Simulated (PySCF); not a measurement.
Computed with PBE-D3(BJ)/def2-TZVP // B3LYP-D3(BJ)/def2-TZVP (PySCF). All species are isolated molecules in the gas phase. 

Reference species (SMILES): `[Al]([Br])([Br])[Br]` (neutral, multiplicity 1).

```yaml
LUMO: -2.45 eV
HOMO: -7.36 eV
```

Changed species: `[SiH3][Al]([Br])[Br]` (1 of 3 Br replaced by SiH3; the reference has 0 of 3 Br replaced by SiH3).

What does the change do to the LUMO and HOMO?

the LUMO decreases by 0.30 eV, to -2.75 eV; the HOMO increases by 0.36 eV, to -7.00 eV.
